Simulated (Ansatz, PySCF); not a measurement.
CH5InOS2, SMILES [SH][In]([SH])[O]C. Atoms are numbered in the order given.

```xyz
10

In     0.0842    -0.0954     0.0363
O      0.4423    -0.0980    -1.9393
C     -0.1506     0.8131    -2.8256
H     -0.1775     1.8569    -2.4472
H      0.4328     0.8319    -3.7645
H     -1.1905     0.5353    -3.0930
S     -1.2931     1.6748     0.9523
H     -1.5023     2.2138    -0.2733
S      1.1171    -1.8596     1.3068
H      0.6009    -1.4026     2.4729
```

Geometry optimised at B3LYP-D3(BJ)/def2-SVP. The structure was generated by enumeration; whether it is a known compound was not checked. The def2 effective core potentials stand for the cores of In; spin–orbit coupling is left out. Other conformers were not sampled.

Two levels are set side by side: PBE-D3(BJ)/def2-SVP (Ansatz, a first-principles code) and B3LYP-D3(BJ)/def2-SVP (Ansatz). Each level has its own optimised geometry; the coordinates shown are those of the second. Frequencies come from the Hessian of PySCF at each geometry. Differences are taken from unrounded values.

```json
[
 {"quantity": "mean bond length (Å)", "B3LYP-D3(BJ)": "1.586"},
 {"quantity": "bond In1–O2 (Å)", "B3LYP-D3(BJ)": "2.008"},
 {"quantity": "bond In1–S7 (Å)", "B3LYP-D3(BJ)": "2.423"},
 {"quantity": "bond In1–S9 (Å)", "B3LYP-D3(BJ)": "2.407"},
 {"quantity": "bond O2–C3 (Å)", "B3LYP-D3(BJ)": "1.403"},
 {"quantity": "bond C3–H4 (Å)", "B3LYP-D3(BJ)": "1.111"},
 {"quantity": "bond C3–H5 (Å)", "B3LYP-D3(BJ)": "1.106"},
 {"quantity": "bond C3–H6 (Å)", "B3LYP-D3(BJ)": "1.109"},
 {"quantity": "bond S7–H8 (Å)", "B3LYP-D3(BJ)": "1.355"},
 {"quantity": "bond S9–H10 (Å)", "B3LYP-D3(BJ)": "1.355"},
 {"quantity": "highest harmonic wavenumber (cm⁻¹)", "B3LYP-D3(BJ)": "3047"},
 {"quantity": "mean harmonic wavenumber (cm⁻¹)", "B3LYP-D3(BJ)": "1073"},
 {"quantity": "zero-point energy (kcal/mol)", "B3LYP-D3(BJ)": "36.80"}
]
```

**Question.** What does PBE-D3(BJ) give, and how far is it from B3LYP-D3(BJ)? (Estimate from the structure and the level; the computed values follow.)

**Answer.** 
| quantity | PBE-D3(BJ) | PBE-D3(BJ) minus B3LYP-D3(BJ) |
|---|---|---|
| mean bond length (Å) | 1.595 | 0.009 |
| bond In1–O2 (Å) | 2.026 | 0.019 |
| bond In1–S7 (Å) | 2.428 | 0.005 |
| bond In1–S9 (Å) | 2.411 | 0.004 |
| bond O2–C3 (Å) | 1.408 | 0.005 |
| bond C3–H4 (Å) | 1.120 | 0.009 |
| bond C3–H5 (Å) | 1.114 | 0.009 |
| bond C3–H6 (Å) | 1.118 | 0.008 |
| bond S7–H8 (Å) | 1.365 | 0.010 |
| bond S9–H10 (Å) | 1.364 | 0.009 |
| highest harmonic wavenumber (cm⁻¹) | 2981 | -66 |
| mean harmonic wavenumber (cm⁻¹) | 1043 | -30 |
| zero-point energy (kcal/mol) | 35.78 | -1.02 |

Exact exchange shortens and stiffens bonds; PBE has none. Differences between two approximate levels are no errors against the true value.
